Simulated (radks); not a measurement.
Values are calculated unless marked as measured or tabulated.
Fractional charge and spin in the 5p shell of erbium: the spin-up occupation runs from 2 to 3 and the spin-down occupation from 2 to 3; the fullest corner is Er2+, [Kr] 4d10 4f(up 6, down 6) 5s2 5p(up 3, down 3). Level of theory: scalar-relativistic Kohn-Sham, SCAN, spin-polarised, spherical densities, finite nucleus; meta-GGA in the generalised Kohn-Sham scheme; Fermi nuclear charge, rms radius of each element as measured or else 0.836 A^(1/3) + 0.57 fm (a radial shooting solver on a logarithmic mesh with Libxc functionals). Energy (eV) minus the two flat planes that join the four corners (they meet along the diagonal where the two added fractions sum to one electron); zero is where a piecewise linear energy would lie.

down \ up,2,2.25,2.5,2.75,3
2,0.000,-1.327,-1.735,-1.279,0.000
2.25,-1.327,-1.707,-1.204,0.172,-1.266
2.5,-1.735,-1.204,0.217,-1.127,-1.664
2.75,-1.279,0.172,-1.127,-1.573,-1.230
3,0.000,-1.266,-1.664,-1.230,0.000

Corners above the fullest one (they belong to Er3+ and the next ion): (up 3, down 2) 47.554 eV, (up 2, down 3) 47.554 eV, (up 2, down 2) 109.59 eV. With half an added electron in each spin the energy lies 0.217 eV from the planes, and with half an added electron in spin up alone -1.735 eV. The planes are only a guide here: the flat-plane condition holds for ground states with one frontier orbital, while this shell lies below other occupied shells, so the corners above the fullest one are inner-hole states and not the ground states of those ions.
